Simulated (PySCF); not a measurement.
# Continuum solvent and chemical shifts

Numbering as in the mapped SMILES `[CH3:1][CH2:2]/[CH:3]=[CH:4]\[C:5]#[C:6][CH2:7][C:8]([F:9])([F:10])[F:11]`; H(Xn) means a hydrogen on atom n.

GIAO PBE0/pcSseg-1 in PySCF on one PBE0-D3(BJ)/def2-SVP conformer, non-relativistic, equivalent nuclei averaged. Solvents enter as an IEF-PCM continuum (benzene with ε = 2.3) around the gas-phase geometry. Shifts are referred to TMS, CFCl3 computed in the same medium.

Gas phase, δ in ppm: C3 159.6, C8 129.7, C4 114.5, C6 91.8, C5 87.6, C7 29.2, C2 27.8, C1 15.3, F9/F10/F11 -81.0, H(C3) 6.18, H(C4) 5.50, H(C7) 3.00, H(C2) 2.39, H(C1) 1.03. Dipole moment 1.51 D.

Q: How does each δ change in the continuum?

A: 
```json
{"atoms": "C3", "environment": "alkene CH", "Δδ, benzene": "+1.7"}
{"atoms": "C8", "environment": "CF3 carbon", "Δδ, benzene": "+0.8"}
{"atoms": "C4", "environment": "alkene CH", "Δδ, benzene": "-0.3"}
{"atoms": "C6", "environment": "alkyne carbon", "Δδ, benzene": "+0.9"}
{"atoms": "C5", "environment": "alkyne carbon", "Δδ, benzene": "+0.2"}
{"atoms": "C7", "environment": "propargylic sp3 CH2", "Δδ, benzene": "0.0"}
{"atoms": "C2", "environment": "allylic sp3 CH2", "Δδ, benzene": "+0.5"}
{"atoms": "C1", "environment": "methyl carbon", "Δδ, benzene": "+0.1"}
{"atoms": "F9/F10/F11", "environment": "fluorine of a CF3 group", "Δδ, benzene": "+0.3"}
{"atoms": "H(C3)", "environment": "hydrogen on an alkene CH", "Δδ, benzene": "+0.13"}
{"atoms": "H(C4)", "environment": "hydrogen on an alkene CH", "Δδ, benzene": "+0.07"}
{"atoms": "H(C7)", "environment": "hydrogen on a propargylic sp3 CH2", "Δδ, benzene": "+0.16"}
{"atoms": "H(C2)", "environment": "hydrogen on an allylic sp3 CH2", "Δδ, benzene": "0.00"}
{"atoms": "H(C1)", "environment": "hydrogen on a methyl carbon", "Δδ, benzene": "+0.01"}
```

Changes are relative to the gas phase. The dipole moment becomes 1.61 D in benzene.

Q: Which nuclei move most (in ppm), and what does the model miss?

A: C3 (alkene CH, +1.7 ppm) in benzene. A continuum only polarises the solute; specific hydrogen bonds, the anisotropy of aromatic solvents and changes of geometry or conformer are outside it.
